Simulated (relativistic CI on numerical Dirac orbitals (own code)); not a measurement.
One change at a time: Ho58+

Base calculation: Dirac-Coulomb-Breit CI, KLI orbitals optimised for each configuration, model QED (radiative potential, 1s self-energy scaled to tabulated hydrogen-like ionisation energies), unscaled Slater integrals.

Configuration list (outside the closed core 1s2): 2s2 2p5, 2s 2p6, 2p6 3s, 2p6 3p, 2s2 2p4 3s, 2p6 3d, 2s2 2p4 3p, 2s2 2p4 3d, 2s 2p5 3s, 2s 2p5 3p, 2s 2p5 3d, 2s2 2p4 4s, 2s2 2p4 4p, 2s2 2p4 4d, 2s2 2p4 4f, 2s2 2p3 3s2, 2s 2p5 4s, 2s 2p5 4p, 2s2 2p3 3s 3p, 2s 2p5 4d, 2s 2p5 4f, 2s2 2p4 5s, 2s2 2p4 5p, 2s2 2p3 3s 3d, 2s2 2p4 5d, 2s2 2p3 3p2, 2s2 2p4 5f, 2s2 2p4 5g, 2s2 2p3 3p 3d, 2s 2p4 3s2, 2s2 2p3 3d2, 2s 2p4 3s 3p, 2s 2p4 3s 3d, 2s 2p4 3p2, 2s 2p5 5s, 2s 2p5 5p. Levels of other configurations are missing.

Variants: (1) P86 correlation estimate; (2) configuration mixing switched off. Shifts of the energy above 2s2 2p5 2P°_3/2, in eV, for the lowest level and the first level of each name with at least 55 % of one term (blank where a level changes its place among those of its configuration and J or its character, or is not in the variant):

| Level | Base | Δ(1) | Δ(2) |
| --- | --- | --- | --- |
| 2s2 2p5 2P°_3/2 | 0.00 | 0.00 | 0.00 |
| 2s2 2p5 2P°_1/2 | 882.36 | 0.00 | -0.16 |
| 2s 2p6 2S_1/2 | 1295.72 | +0.21 | +0.38 |
| 2s2 2p4 3s 4P_5/2 | 6869.68 | +1.45 | +0.22 |
| 2s2 2p4 3s 2P_3/2 | 6879.44 | +1.45 | +0.28 |
| 2s2 2p4 3s 2S_1/2 | 6926.12 | +1.45 | +2.55 |
| 2s2 2p4 3p 2P°_1/2 | 7040.49 | +1.53 | +2.13 |
| 2s2 2p4 3p 4D°_7/2 | 7233.19 | +1.53 | -0.84 |
| 2s2 2p4 3d 2D_3/2 | 7417.24 | +1.21 | +1.55 |
| 2s2 2p4 3d 4F_9/2 | 7421.58 | +1.21 | -1.05 |
| 2s2 2p4 3d 2P_1/2 | 7434.11 | +1.21 | -1.05 |
| 2s2 2p4 3s 4P_3/2 | 7754.83 | +1.45 | +0.45 |
| 2s2 2p4 3s 2P_1/2 | 7763.41 | +1.45 | +0.49 |
| 2s2 2p4 3s 2D_5/2 | 7774.77 | +1.45 | +0.19 |
| 2s2 2p4 3s 2D_3/2 | 7779.98 | +1.45 | +0.53 |
| 2s 2p5 3s 4P°_5/2 | 8095.56 | +1.59 | +13.58 |
| 2s2 2p4 3p 2F°_7/2 | 8135.14 | +1.53 | -0.77 |
| 2s2 2p4 3d 4D_1/2 | 8241.08 | +1.21 | -0.68 |
| 2s2 2p4 3d 2G_7/2 | 8265.65 | +1.21 | -1.06 |
| 2s2 2p4 3d 2G_9/2 | 8323.92 | +1.21 | -1.15 |

At this charge energies of transitions that change n are usually good to better than 1 %, and those within a shell (Δn = 0) to a few per cent.

Ionisation energy from the two ground configurations alone: base 12788.6 eV. The NIST ASD value (theoretical) is 12790 eV.

LS names give the leading component of a level, which can be under half, so a name can repeat, a term be missing and a line seem to break the LS rules.
